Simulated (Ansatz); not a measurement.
Nudged elastic band run: BBrH₅NO₂

Input:

```yaml
crystal:
  periodic: [false, false, false]
  atoms:
    - { symbol: B, position_ang: [0.211878, -0.30599, 0.149459] }
    - { symbol: "N", position_ang: [0.160857, 0.16515, 1.610942] }
    - { symbol: H, position_ang: [-0.27104, -0.536591, 2.215285] }
    - { symbol: H, position_ang: [1.08791, 0.362663, 1.990894] }
    - { symbol: O, position_ang: [1.164121, -1.229947, -0.096331] }
    - { symbol: H, position_ang: [1.183334, -1.491546, -1.024373] }
    - { symbol: O, position_ang: [-0.636811, 0.198464, -0.729006] }
    - { symbol: H, position_ang: [-1.203451, 0.939093, -0.351397] }
    - { symbol: Br, position_ang: [-1.844601, 2.359967, 1.137719] }
    - { symbol: H, position_ang: [-0.505296, 1.073638, 1.636809] }
basis:
  gaussian: { orbitals: def2-SVP }
hamiltonian:
  xc: r2scanh
neb:
  order_check: false
  images: 5
  f_tol: 0.05
  max_iterations: 60
  final_atoms:
    - { symbol: B, position_ang: [-0.58266415, 0.58736757, -0.97726418] }
    - { symbol: "N", position_ang: [0.60199194, -0.31815901, 2.21380815] }
    - { symbol: H, position_ang: [-0.09236202, -0.92816683, 2.64413146] }
    - { symbol: H, position_ang: [1.48943245, -0.81488887, 2.28811658] }
    - { symbol: O, position_ang: [0.60577408, 0.15116926, -0.53994751] }
    - { symbol: H, position_ang: [0.60661888, -0.01089963, 0.43552309] }
    - { symbol: O, position_ang: [-1.67887445, 0.80726148, -0.20040085] }
    - { symbol: H, position_ang: [-1.49471399, 0.61167753, 0.72507471] }
    - { symbol: Br, position_ang: [-0.79525366, 0.95370356, -2.87025765] }
    - { symbol: H, position_ang: [0.68695192, 0.49583594, 2.82121719] }
  initial_path:
    images:
      - { positions_ang: [[0.211878, -0.30599, 0.149459], [0.160857, 0.16515, 1.610942], [-0.27104, -0.536591, 2.215285], [1.08791, 0.362663, 1.990894], [1.164121, -1.229947, -0.096331], [1.183334, -1.491546, -1.024373], [-0.636811, 0.198464, -0.729006], [-1.203451, 0.939093, -0.351397], [-1.844601, 2.359967, 1.137719], [-0.505296, 1.073638, 1.636809]] }
      - { positions_ang: [[0.14016407, -0.20017642, 0.09867319], [0.09501278, 0.09755808, 1.70601925], [-0.49553417, -0.43715461, 2.27861494], [1.00945031, 0.28699228, 2.14278102], [1.18428413, -0.84861102, -0.29393956], [1.26757373, -1.34690583, -0.97142298], [-0.82665496, 0.18072947, -0.72798787], [-1.40135044, 0.40789996, -0.41706853], [-1.26311953, 2.31023677, 1.02197703], [-0.36292493, 1.08433232, 1.70235451]] }
      - { positions_ang: [[0.06845014, -0.09436285, 0.04788738], [0.02916857, 0.02996617, 1.8010965], [-0.72002835, -0.33771822, 2.34194487], [0.93099061, 0.21132156, 2.29466805], [1.20444727, -0.46727503, -0.49154813], [1.35181347, -1.20226566, -0.91847297], [-1.01649891, 0.16299494, -0.72696975], [-1.59924988, -0.12329308, -0.48274006], [-0.68163805, 2.26050655, 0.90623507], [-0.22055385, 1.09502663, 1.76790003]] }
      - { positions_ang: [[-0.00326379, 0.01145073, -0.00289843], [-0.03667565, -0.03762575, 1.89617376], [-0.94452252, -0.23828183, 2.40527481], [0.85253092, 0.13565084, 2.44655507], [1.2246104, -0.08593905, -0.68915669], [1.4360532, -1.05762549, -0.86552295], [-1.20634287, 0.14526041, -0.72595162], [-1.79714932, -0.65448612, -0.54841159], [-0.10015658, 2.21077632, 0.7904931], [-0.07818278, 1.10572095, 1.83344554]] }
      - { positions_ang: [[-0.19639724, 0.20342301, -0.32768701], [0.17621355, -0.13113683, 2.00205189], [-0.66046902, -0.4682435, 2.48489369], [1.06483143, -0.18119573, 2.39374224], [1.01833163, -0.00690295, -0.6394203], [1.15957509, -0.70871687, -0.43184093], [-1.3638534, 0.36592743, -0.55076803], [-1.69633754, -0.23243157, -0.12391616], [-0.33185561, 1.79175207, -0.42975715], [0.17686212, 0.90242595, 2.16270276]] }
      - { positions_ang: [[-0.3895307, 0.39539529, -0.6524756], [0.38910275, -0.22464792, 2.10793002], [-0.37641552, -0.69820517, 2.56451258], [1.27713194, -0.4980423, 2.34092941], [0.81205285, 0.07213315, -0.5896839], [0.88309698, -0.35980825, 0.00184108], [-1.52136392, 0.58659445, -0.37558444], [-1.59552577, 0.18962298, 0.30057928], [-0.56355464, 1.37272781, -1.6500074], [0.43190702, 0.69913095, 2.49195998]] }
      - { positions_ang: [[-0.58266415, 0.58736757, -0.97726418], [0.60199194, -0.31815901, 2.21380815], [-0.09236202, -0.92816683, 2.64413146], [1.48943245, -0.81488887, 2.28811658], [0.60577408, 0.15116926, -0.53994751], [0.60661888, -0.01089963, 0.43552309], [-1.67887445, 0.80726148, -0.20040085], [-1.49471399, 0.61167753, 0.72507471], [-0.79525366, 0.95370356, -2.87025765], [0.68695192, 0.49583594, 2.82121719]] }
```

Launched with:

```bash
$ ansatz run input.yaml --threads 4 --pin off --max-ram 5120MiB --backend cpu --events-out ev --progress --plain --runs-dir out
```

Output, in part (warnings, iteration lines):

```
NEB end point (image 0): max|allowed force component| = 1.619e-2 eV/Å (the criterion of neb.relax_end_points is 1.000e-2)
NEB end point (image 6): max|allowed force component| = 2.326e-2 eV/Å (the criterion of neb.relax_end_points is 1.000e-2)
NEB iter   1: max|band force component| = 3.670e1 eV/Å  barrier→ = 19.9371 eV  barrier← = 19.6748 eV  Δτ_max = 0.1981 Å  (180 SCF iters)
NEB iter   2: max|band force component| = 1.898e1 eV/Å  barrier→ = 8.1468 eV  barrier← = 7.8844 eV  Δτ_max = 0.1983 Å  (169 SCF iters)
NEB iter   3: max|band force component| = 8.761e0 eV/Å  barrier→ = 3.4688 eV  barrier← = 3.2065 eV  Δτ_max = 0.2000 Å  (153 SCF iters)
NEB iter   4: max|band force component| = 3.899e0 eV/Å  barrier→ = 1.7680 eV  barrier← = 1.5056 eV  Δτ_max = 0.2000 Å  (143 SCF iters)
NEB iter   5: max|band force component| = 2.120e0 eV/Å  barrier→ = 1.1067 eV  barrier← = 0.8443 eV  Δτ_max = 0.2000 Å  (142 SCF iters)
NEB iter   6: max|band force component| = 4.130e0 eV/Å  barrier→ = 1.4886 eV  barrier← = 1.2263 eV  Δτ_max = 0.1018 Å  (146 SCF iters)
NEB iter   7: max|band force component| = 1.444e0 eV/Å  barrier→ = 0.8575 eV  barrier← = 0.5952 eV  Δτ_max = 0.2000 Å  (141 SCF iters)
NEB iter   8: max|band force component| = 1.218e0 eV/Å  barrier→ = 0.7899 eV  barrier← = 0.5275 eV  Δτ_max = 0.2000 Å  (146 SCF iters)
NEB iter   9: max|band force component| = 1.266e0 eV/Å  barrier→ = 0.7151 eV  barrier← = 0.4528 eV  Δτ_max = 0.0998 Å  (141 SCF iters)
NEB iter  10: max|band force component| = 4.249e-1 eV/Å  barrier→ = 0.6916 eV  barrier← = 0.4293 eV  CI = image 3  Δτ_max = 0.1926 Å  (140 SCF iters)
NEB iter  11: max|band force component| = 8.367e-1 eV/Å  barrier→ = 0.6337 eV  barrier← = 0.3713 eV  CI = image 4  Δτ_max = 0.1013 Å  (145 SCF iters)
NEB iter  12: max|band force component| = 5.403e-1 eV/Å  barrier→ = 0.6081 eV  barrier← = 0.3458 eV  CI = image 4  Δτ_max = 0.0996 Å  (144 SCF iters)
NEB iter  13: max|band force component| = 5.448e-1 eV/Å  barrier→ = 0.6087 eV  barrier← = 0.3463 eV  CI = image 4  Δτ_max = 0.1003 Å  (141 SCF iters)
NEB iter  14: max|band force component| = 5.270e-1 eV/Å  barrier→ = 0.6174 eV  barrier← = 0.3550 eV  CI = image 4  Δτ_max = 0.0501 Å  (142 SCF iters)
NEB iter  15: max|band force component| = 3.724e-1 eV/Å  barrier→ = 0.6210 eV  barrier← = 0.3587 eV  CI = image 4  Δτ_max = 0.0501 Å  (137 SCF iters)
NEB iter  16: max|band force component| = 2.367e-1 eV/Å  barrier→ = 0.6249 eV  barrier← = 0.3626 eV  CI = image 4  Δτ_max = 0.0501 Å  (136 SCF iters)
NEB iter  17: max|band force component| = 2.242e-1 eV/Å  barrier→ = 0.6283 eV  barrier← = 0.3660 eV  CI = image 4  Δτ_max = 0.0994 Å  (138 SCF iters)
NEB iter  18: max|band force component| = 2.586e-1 eV/Å  barrier→ = 0.6350 eV  barrier← = 0.3727 eV  CI = image 4  Δτ_max = 0.0497 Å  (139 SCF iters)
NEB iter  19: max|band force component| = 2.750e-1 eV/Å  barrier→ = 0.6410 eV  barrier← = 0.3787 eV  CI = image 4  Δτ_max = 0.0499 Å  (141 SCF iters)
NEB iter  20: max|band force component| = 2.490e-1 eV/Å  barrier→ = 0.6403 eV  barrier← = 0.3780 eV  CI = image 4  Δτ_max = 0.0500 Å  (144 SCF iters)
NEB iter  21: max|band force component| = 1.686e-1 eV/Å  barrier→ = 0.6442 eV  barrier← = 0.3818 eV  CI = image 4  Δτ_max = 0.0504 Å  (142 SCF iters)
NEB iter  22: max|band force component| = 3.775e-1 eV/Å  barrier→ = 0.6468 eV  barrier← = 0.3844 eV  CI = image 4  Δτ_max = 0.0250 Å  (137 SCF iters)
NEB iter  23: max|band force component| = 1.522e-1 eV/Å  barrier→ = 0.6473 eV  barrier← = 0.3850 eV  CI = image 4  Δτ_max = 0.0504 Å  (138 SCF iters)
NEB iter  24: max|band force component| = 1.843e-1 eV/Å  barrier→ = 0.6443 eV  barrier← = 0.3819 eV  CI = image 4  Δτ_max = 0.0502 Å  (137 SCF iters)
NEB iter  25: max|band force component| = 2.412e-1 eV/Å  barrier→ = 0.6416 eV  barrier← = 0.3792 eV  CI = image 4  Δτ_max = 0.0502 Å  (136 SCF iters)
NEB iter  26: max|band force component| = 2.999e-1 eV/Å  barrier→ = 0.6393 eV  barrier← = 0.3770 eV  CI = image 4  Δτ_max = 0.0500 Å  (141 SCF iters)
NEB iter  27: max|band force component| = 2.810e-1 eV/Å  barrier→ = 0.6371 eV  barrier← = 0.3748 eV  CI = image 4  Δτ_max = 0.0501 Å  (131 SCF iters)
NEB iter  28: max|band force component| = 2.141e-1 eV/Å  barrier→ = 0.6339 eV  barrier← = 0.3715 eV  CI = image 4  Δτ_max = 0.1001 Å  (135 SCF iters)
NEB iter  29: max|band force component| = 1.398e-1 eV/Å  barrier→ = 0.6288 eV  barrier← = 0.3664 eV  CI = image 4  Δτ_max = 0.1011 Å  (140 SCF iters)
NEB iter  30: max|band force component| = 1.093e0 eV/Å  barrier→ = 0.6191 eV  barrier← = 0.3568 eV  CI = image 4  Δτ_max = 0.0502 Å  (138 SCF iters)
NEB iter  31: max|band force component| = 3.290e-1 eV/Å  barrier→ = 0.6113 eV  barrier← = 0.3490 eV  CI = image 4  Δτ_max = 0.1004 Å  (133 SCF iters)
NEB iter  32: max|band force component| = 3.176e-1 eV/Å  barrier→ = 0.5917 eV  barrier← = 0.3293 eV  CI = image 4  Δτ_max = 0.1846 Å  (138 SCF iters)
NEB iter  33: max|band force component| = 4.177e-1 eV/Å  barrier→ = 0.5386 eV  barrier← = 0.2762 eV  CI = image 4  Δτ_max = 0.0922 Å  (135 SCF iters)
NEB iter  34: max|band force component| = 4.982e-1 eV/Å  barrier→ = 0.5272 eV  barrier← = 0.2649 eV  CI = image 4  Δτ_max = 0.0461 Å  (135 SCF iters)
NEB iter  35: max|band force component| = 4.508e-1 eV/Å  barrier→ = 0.5281 eV  barrier← = 0.2657 eV  CI = image 4  Δτ_max = 0.0923 Å  (133 SCF iters)
NEB iter  36: max|band force component| = 5.404e-1 eV/Å  barrier→ = 0.5360 eV  barrier← = 0.2737 eV  CI = image 4  Δτ_max = 0.0460 Å  (137 SCF iters)
NEB iter  37: max|band force component| = 6.080e-1 eV/Å  barrier→ = 0.5342 eV  barrier← = 0.2719 eV  CI = image 4  Δτ_max = 0.0919 Å  (138 SCF iters)
NEB iter  38: max|band force component| = 8.320e-1 eV/Å  barrier→ = 0.5296 eV  barrier← = 0.2672 eV  CI = image 4  Δτ_max = 0.0920 Å  (132 SCF iters)
NEB iter  39: max|band force component| = 1.029e0 eV/Å  barrier→ = 0.5196 eV  barrier← = 0.2573 eV  CI = image 4  Δτ_max = 0.1867 Å  (139 SCF iters)
NEB iter  40: max|band force component| = 1.614e0 eV/Å  barrier→ = 0.5093 eV  barrier← = 0.2469 eV  CI = image 4  Δτ_max = 0.0922 Å  (139 SCF iters)
NEB iter  41: max|band force component| = 1.310e0 eV/Å  barrier→ = 0.4532 eV  barrier← = 0.1909 eV  CI = image 4  Δτ_max = 0.1810 Å  (132 SCF iters)
NEB iter  42: max|band force component| = 1.307e0 eV/Å  barrier→ = 0.5056 eV  barrier← = 0.2433 eV  CI = image 4  Δτ_max = 0.1374 Å  (131 SCF iters)
NEB iter  43: max|band force component| = 1.597e0 eV/Å  barrier→ = 0.4160 eV  barrier← = 0.1536 eV  CI = image 4  Δτ_max = 0.2000 Å  (137 SCF iters)
NEB iter  44: max|band force component| = 3.246e0 eV/Å  barrier→ = 0.4044 eV  barrier← = 0.1420 eV  CI = image 5  Δτ_max = 0.2000 Å  (138 SCF iters)
NEB iter  45: max|band force component| = 1.426e0 eV/Å  barrier→ = 0.6737 eV  barrier← = 0.4113 eV  CI = image 4  Δτ_max = 0.1930 Å  (135 SCF iters)
NEB iter  46: max|band force component| = 1.267e0 eV/Å  barrier→ = 0.4696 eV  barrier← = 0.2073 eV  CI = image 4  Δτ_max = 0.1982 Å  (136 SCF iters)
NEB iter  47: max|band force component| = 1.216e0 eV/Å  barrier→ = 0.5349 eV  barrier← = 0.2726 eV  CI = image 4  Δτ_max = 0.1991 Å  (135 SCF iters)
NEB iter  48: max|band force component| = 2.149e0 eV/Å  barrier→ = 0.4428 eV  barrier← = 0.1804 eV  CI = image 4  Δτ_max = 0.0996 Å  (144 SCF iters)
NEB iter  49: max|band force component| = 1.467e0 eV/Å  barrier→ = 0.5057 eV  barrier← = 0.2433 eV  CI = image 4  Δτ_max = 0.1923 Å  (137 SCF iters)
NEB iter  50: max|band force component| = 1.712e0 eV/Å  barrier→ = 0.4838 eV  barrier← = 0.2215 eV  CI = image 4  Δτ_max = 0.2000 Å  (137 SCF iters)
NEB iter  51: max|band force component| = 3.999e0 eV/Å  barrier→ = 0.6335 eV  barrier← = 0.3712 eV  CI = image 1  Δτ_max = 0.0988 Å  (141 SCF iters)
NEB iter  52: max|band force component| = 1.799e0 eV/Å  barrier→ = 0.6298 eV  barrier← = 0.3675 eV  CI = image 4  Δτ_max = 0.1920 Å  (137 SCF iters)
NEB iter  53: max|band force component| = 1.561e0 eV/Å  barrier→ = 0.5015 eV  barrier← = 0.2392 eV  CI = image 4  Δτ_max = 0.1936 Å  (139 SCF iters)
NEB iter  54: max|band force component| = 1.903e0 eV/Å  barrier→ = 0.4750 eV  barrier← = 0.2126 eV  CI = image 4  Δτ_max = 0.1003 Å  (141 SCF iters)
NEB iter  55: max|band force component| = 2.112e0 eV/Å  barrier→ = 0.5439 eV  barrier← = 0.2815 eV  CI = image 4  Δτ_max = 0.1661 Å  (136 SCF iters)
NEB iter  56: max|band force component| = 2.369e0 eV/Å  barrier→ = 0.5462 eV  barrier← = 0.2838 eV  CI = image 4  Δτ_max = 0.1331 Å  (137 SCF iters)
NEB iter  57: max|band force component| = 2.465e0 eV/Å  barrier→ = 0.5775 eV  barrier← = 0.3151 eV  CI = image 4  Δτ_max = 0.1931 Å  (130 SCF iters)
NEB iter  58: max|band force component| = 2.500e0 eV/Å  barrier→ = 0.5759 eV  barrier← = 0.3136 eV  CI = image 4  Δτ_max = 0.1986 Å  (135 SCF iters)
NEB iter  59: max|band force component| = 2.455e0 eV/Å  barrier→ = 0.5870 eV  barrier← = 0.3246 eV  CI = image 4  Δτ_max = 0.1950 Å  (135 SCF iters)
NEB iter  60: max|band force component| = 7.870e-1 eV/Å  barrier→ = 0.4851 eV  barrier← = 0.2227 eV  CI = image 4  Δτ_max = 0.2000 Å  (143 SCF iters)
Error: NEB band did not converge after 60 iterations: max|band force component| = 7.87e-1 eV/Å (threshold 5.0e-2); raise `neb.max_iterations` in a new run, which can start from the last band evaluated (`neb.initial_path`, with `crystal.atoms` and `neb.final_atoms` set to its first and last images), …
```

The run ended unconverged. The band didn't meet its force threshold, so its energies are provisional: the largest band force was still 0.79 eV/Å, and over the last iterations the top moved between 0.49 and 0.59 eV. Neighbouring images lie up to 2.9 Å apart, so the band is torn or far too coarse. Inner images lie below an end point, which means an intermediate or an end that isn't the lowest structure nearby. The orbitals stay closed-shell, which can raise the energy where a bond breaks towards radicals; this wasn't checked here.

Final band (atoms are numbered from 1 in the order of the input):

```
image  path coordinate (Å)  energy (eV)  B1–N2 (Å)  B1–Br9 (Å)
    0                 0.00         0.00       1.54        3.51
    1                 1.85         0.16       1.51        3.27
    2                 3.70        -0.05       1.65        2.13
    3                 5.55        -0.02       1.65        2.12
    4                 7.40         0.49       1.70        2.06
    5                10.32         0.40       3.15        1.93
    6                13.25         0.26       3.52        1.94
```

The run took 8.1 min on 4 threads of Intel(R) Xeon(R) Platinum 8488C (Sapphire Rapids), on a shared host, peak memory 0.34 GiB.
